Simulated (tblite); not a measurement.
All values are computed: GFN2-xTB (tblite) harmonic vibrations without scaling, gas phase. This tight-binding method is rough: wavenumbers can miss measured ones by several per cent, in bad cases by 10 to 20. Modes of hydrogen on silicon and sulfur can be 10 to 20 % off. One conformer each. Thermal functions are those of the rigid rotor and harmonic oscillator, without mixing of conformers.

Question: Order these by their heat capacity Cp at 500 K, highest first (cal/(mol K)).
A. `C(CC[SiH](F)F)CF`
B. `C[C@@](F)(CF)[SiH2]CF`
C. `Sc1coc2ccccc12`
D. `C=C(COC)[SiH2]OC(C)=S`
E. `O=C[C@H](CC)[SiH2]C=C`
F. `N#C[C-](S(=O)(=O)F)S(=O)(=O)F`

Answer: D (69.6), E (60.0), B (55.3), A (52.9), C (51.6), F (48.9).

```
                       SMILES  atoms  mass (u)  symmetry number  modes under 300 cm⁻¹  ZPE (kcal/mol)  S translation (cal/(mol K))  S rotation  S vibration      S    Cp
        C=C(COC)[SiH2]OC(C)=S     22    176.03                1                    11           104.1                         44.0        32.6         73.3  149.9  69.6
        C=C[SiH2][C@H](C=O)CC     20    128.07                1                     9            99.8                         43.1        30.9         58.3  132.2  60.0
        C[C@@](F)(CF)[SiH2]CF     17    142.04                1                     8            76.3                         43.4        30.7         52.4  126.4  55.3
               FCCCC[SiH](F)F     17    142.04                1                     8            79.8                         43.4        31.5         52.0  126.8  52.9
               Sc1coc2ccccc12     16    150.01                1                     4            70.5                         43.5        31.3         36.7  111.6  51.6
N#C[C-](S(=O)(=O)F)S(=O)(=O)F     11    203.92                1                     8            23.4                         44.4        32.0         53.1  129.6  48.9
```

Entropies and Cp are for 500 K and 1 bar.
